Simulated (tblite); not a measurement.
Compound: C5H10Si.
Atom-mapped SMILES: `[CH3:1][C@H:2]1[CH:3]=[C:4]1[CH2:5][SiH3:6]` (hydrogens: H7, H8, H9 on C1; H10 on C2; H11 on C3; H12, H13 on C5; H14, H15, H16 on Si6)

Computed with GFN2-xTB (tblite), gas phase: L-BFGS steps from a force-field or distance-geometry start until the largest atomic force falls under 0.01 eV/Å.

At the end of the run (lengths in Å): C5–Si6 1.915, C3=C4 1.303, C1–H9 1.088, C1–H7 1.089, C5–H12 1.092, C2–C4 1.500, C1–H8 1.090, C2–C4–C5 142.8°, C3–C4–C5 152.8°, C1–C2–C3 121.3°, C4–C5–Si6 110.1°, C1–C2–C3–C4 106°, C2–C3–C4–C5 176°, C3–C4–C5–Si6 -102°, H12–C5–Si6–H14 -174°, H14–Si6–C5–C4 67°.

**Question.** These geometries were met on the way; a selection of coordinates is given. Order them by energy above the end point, lowest first.
A. C5–Si6 1.922, C3=C4 1.305, C1–H9 1.089, C1–H7 1.092, C5–H12 1.091, C2–C4 1.501, C1–H8 1.089, C2–C4–C5 147.6°, C3–C4–C5 147.5°, C1–C2–C3 118.5°, C4–C5–Si6 114.2°, C1–C2–C3–C4 110°, C2–C3–C4–C5 180°, C3–C4–C5–Si6 -115°, H12–C5–Si6–H14 -149°, H14–Si6–C5–C4 88°
B. C5–Si6 1.862, C3=C4 1.352, C1–H9 1.124, C1–H7 1.123, C5–H12 1.125, C2–C4 1.492, C1–H8 1.118, C2–C4–C5 154.2°, C3–C4–C5 142.4°, C1–C2–C3 112.3°, C4–C5–Si6 113.1°, C1–C2–C3–C4 110°, C2–C3–C4–C5 179°, C3–C4–C5–Si6 -118°, H12–C5–Si6–H14 -142°, H14–Si6–C5–C4 93°
C. C5–Si6 1.906, C3=C4 1.300, C1–H9 1.085, C1–H7 1.087, C5–H12 1.096, C2–C4 1.510, C1–H8 1.091, C2–C4–C5 149.9°, C3–C4–C5 146.8°, C1–C2–C3 117.0°, C4–C5–Si6 114.3°, C1–C2–C3–C4 108°, C2–C3–C4–C5 178°, C3–C4–C5–Si6 -115°, H12–C5–Si6–H14 -144°, H14–Si6–C5–C4 90°
D. C5–Si6 1.919, C3=C4 1.304, C1–H9 1.086, C1–H7 1.090, C5–H12 1.090, C2–C4 1.500, C1–H8 1.087, C2–C4–C5 145.4°, C3–C4–C5 150.1°, C1–C2–C3 120.4°, C4–C5–Si6 114.7°, C1–C2–C3–C4 109°, C2–C3–C4–C5 178°, C3–C4–C5–Si6 -111°, H12–C5–Si6–H14 -153°, H14–Si6–C5–C4 86°
E. C5–Si6 1.919, C3=C4 1.308, C1–H9 1.092, C1–H7 1.098, C5–H12 1.082, C2–C4 1.531, C1–H8 1.075, C2–C4–C5 151.0°, C3–C4–C5 145.5°, C1–C2–C3 114.1°, C4–C5–Si6 113.0°, C1–C2–C3–C4 108°, C2–C3–C4–C5 180°, C3–C4–C5–Si6 -117°, H12–C5–Si6–H14 -142°, H14–Si6–C5–C4 90°

**Answer.** D (0.048 eV), A (0.081 eV), C (0.131 eV), E (0.215 eV), B (0.473 eV).

```json
{"step": "16", "E above end (eV)": "0.048", "rms distance from the end, all atoms (Å)": "0.228", "largest force (eV/Å)": "0.178", "rms shift of all bonds from the end (Å)": "0.002"}
{"step": "9", "E above end (eV)": "0.081", "rms distance from the end, all atoms (Å)": "0.251", "largest force (eV/Å)": "0.274", "rms shift of all bonds from the end (Å)": "0.005"}
{"step": "5", "E above end (eV)": "0.131", "rms distance from the end, all atoms (Å)": "0.266", "largest force (eV/Å)": "0.392", "rms shift of all bonds from the end (Å)": "0.007"}
{"step": "2", "E above end (eV)": "0.215", "rms distance from the end, all atoms (Å)": "0.275", "largest force (eV/Å)": "1.173", "rms shift of all bonds from the end (Å)": "0.011"}
{"step": "0", "E above end (eV)": "0.473", "rms distance from the end, all atoms (Å)": "0.281", "largest force (eV/Å)": "2.945", "rms shift of all bonds from the end (Å)": "0.027"}
```

Rows stand in the order of the answer.
